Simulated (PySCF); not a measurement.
This PySCF input asks for the NMR shieldings of SMILES COc1[p-]c(C)pc1C, [C₆H₉OP₂]-; the geometry comes from GFN2-xTB.

```python
import basis_set_exchange as bse
import numpy as np
from pyscf import gto, dft
from pyscf.prop import nmr

atoms = """
C    -1.911470    2.175045    0.210118
O    -1.888862    0.785079    0.180037
C    -0.616049    0.232030    0.066001
P     0.867801    1.177041    0.032088
C     1.888019   -0.224175   -0.117423
C     3.385206   -0.073516   -0.190633
P     1.116931   -1.779296   -0.165879
C    -0.512070   -1.135154   -0.025772
C    -1.732858   -2.010923   -0.011190
H    -1.336484    2.566184    1.061131
H    -1.478811    2.600794   -0.706042
H    -2.958112    2.477013    0.300167
H     3.650113    0.982730   -0.256355
H     3.866304   -0.494102    0.696055
H     3.789050   -0.591006   -1.063475
H    -2.410616   -1.732304   -0.821226
H    -1.449260   -3.056216   -0.127513
H    -2.277591   -1.892909    0.928254
"""
names = dict.fromkeys(["C", "O", "P", "H"], "pcSseg-1")
basis = {el: gto.basis.parse(bse.get_basis(n, elements=[el], fmt="nwchem")) for el, n in names.items()}
mol = gto.M(atom=atoms, basis=basis, charge=-1, verbose=0)
mf = dft.RKS(mol, xc="PBE0")
mf.grids.level = 2
mf.grids.alignment = dft.numint.BLKSIZE   # the property module wants whole blocks of grid points
mf.conv_tol = 1e-9
mf.kernel()

calc = nmr.RKS(mf)   # GIAO
C = mf.mo_coeff
Co = C[:, mf.mo_occ > 0]
resp = mf.gen_response(singlet=True, hermi=2)
def vind(x):   # induced exchange potential for any number of trial vectors
    d = np.einsum("pi,xij,qj->xpq", C, 2 * x.reshape(-1, C.shape[1], Co.shape[1]), Co, optimize=True)
    return np.einsum("xpq,pi,qj->xij", resp(d - d.transpose(0, 2, 1)), C, Co, optimize=True).ravel()
mo1, _ = nmr.rhf.solve_mo1(calc, with_cphf=vind)
sigma = calc.kernel(mo1)
for i, s in enumerate(sigma):   # ppm
    print("%2d %-2s %9.2f" % (i, mol.atom_pure_symbol(i), np.trace(s) / 3))
```

Problem. What does it print?

Solution. 
```
 0 C     126.13
 1 O     234.30
 2 C       4.71
 3 P     206.95
 4 C      15.27
 5 C     163.40
 6 P     153.70
 7 C      51.61
 8 C     169.83
 9 H      27.68
10 H      27.77
11 H      27.87
12 H      29.25
13 H      28.67
14 H      28.73
15 H      29.29
16 H      29.41
17 H      29.32
```

These numbers come from an equivalent density-fitted implementation of the same equations, which agrees with the script to about 0.01 ppm for H and up to a few tenths of a ppm for heavy atoms, so last digits may differ.

Problem. Turn these shieldings into chemical shifts. Scale: $^{13}$C (186.93 ppm) and $^{1}$H (31.72 ppm) vs TMS; $^{17}$O (336.08 ppm) vs H2O; $^{31}$P (318.38 ppm) against H3PO4 (reference shieldings calculated alike).

Solution. Averaging equivalent atoms: C 2: 182.2; C 4: 171.7; C 7: 135.3; C 0: 60.8; C 5: 23.5; C 8: 17.1; O 1: 101.8; P 6: 164.7; P 3: 111.4; H 9/10/11: 3.94; H 12/13/14: 2.83; H 15/16/17: 2.38 ppm. Experimental scales use liquid or dissolved standards, which lie at an offset from isolated H2O (liquid H2O: subtract about 36 ppm) and H3PO4.

Size and cost of the density-fitted run: 212 basis functions, of the order of 110 core-seconds.
